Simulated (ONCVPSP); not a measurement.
## platinum (Pt): one change to an ONCV potential, before and after

Pt, optimised norm-conserving Vanderbilt (ONCV), made with ONCVPSP 4.0.1 (PBE, fully relativistic). Core [Kr] 4d10 4f14, reference 5s2 5p6 5d9 6s1. Waves: 5s+6s: rc 1.60 bohr, ncon 4, nbas 7, qcut 8.6 1/bohr, 2 projectors; 5p: rc 1.30 bohr, ncon 4, nbas 9, qcut 7.4 1/bohr, 2 projectors, debl 2.8 Ha; 5d: rc 1.60 bohr, ncon 5, nbas 10, qcut 5.5 1/bohr, 2 projectors, debl 2.9 Ha. Local part: polynomial inside 1.20 bohr (lpopt 4, dvloc0 0 Ha). Core correction: Teter function, fcfact 5.5, rcfact 1.25.

Open shells are filled in proportion to 2j + 1.

Change: s: qcut 5.1.

Cutoffs: the cutoffs (Ha) at which the residual kinetic energy of the hardest occupied pseudo-wave falls to 1 and 0.1 mHa per electron; they do not see the model core or the augmentation charge, which bear on the density cutoff. Errors are all-electron minus pseudo energies relative to the spin-unpolarised reference configuration.

Predict the effect on cutoff, ghosts and configuration errors.

The potential gets neither clearly harder nor softer (31 Ha and 147 Ha → 31 Ha and 147 Ha); of the 4 tests that both files solve, the error grows in 2 and shrinks in 2 by more than 15 % and 0.3 meV (median size 1.0 → 1.9 meV); neither file shows a bound ghost.

| quantity | base | changed |
| --- | --- | --- |
| cutoff, loose | 31 Ha | 31 Ha |
| cutoff, tight | 147 Ha | 147 Ha |
| loose cutoff by channel | s 25 Ha, p 30 Ha, d 31 Ha | s 25 Ha, p 30 Ha, d 31 Ha |
| bound ghosts | none | none |
| GHOST(+) flags under 300 eV | none | none |
| error for 5s2 5p6 5d9 6s0, meV [ΔE 9.21 eV] | -0.9 | -2.9 |
| error for 5s2 5p6 5d8 6s0, meV [ΔE 29.19 eV] | +1.0 | -0.4 |
| error for 5s2 5p6 5d7 6s0, meV [ΔE 61.41 eV] | +2.4 | +1.5 |
| error for 5s2 5p6 5d9 6s0 6p1, meV [ΔE 5.00 eV] | -0.7 | -2.2 |
| s: phases at 1.62 bohr within 0.05 rad from the reference energy up to (Ha; the scan ends near 5) | to the end of the scan | to the end of the scan |
| p3/2: phases at 1.32 bohr within 0.05 rad from the reference energy up to (Ha; the scan ends near 5) | to the end of the scan | to the end of the scan |
| p1/2: phases at 1.32 bohr within 0.05 rad from the reference energy up to (Ha; the scan ends near 5) | to the end of the scan | to the end of the scan |
| d5/2: phases at 1.62 bohr within 0.05 rad from the reference energy up to (Ha; the scan ends near 5) | to the end of the scan | to the end of the scan |
| d3/2: phases at 1.62 bohr within 0.05 rad from the reference energy up to (Ha; the scan ends near 5) | to the end of the scan | to the end of the scan |
| rms error of d²Exc/dni dnj with the model core, mHa | 3.70 | 3.44 |

Base: These tests converged, but a pseudo level misses the all-electron one widely, so the file describes the atom poorly there or has found another state: 5s2 5p6 5d9 6s0 6p1: empty 6s by 5.8 eV. Changed file: These tests converged, but a pseudo level misses the all-electron one widely, so the file describes the atom poorly there or has found another state: 5s2 5p6 5d9 6s0 6p1: empty 6s by 5.8 eV.
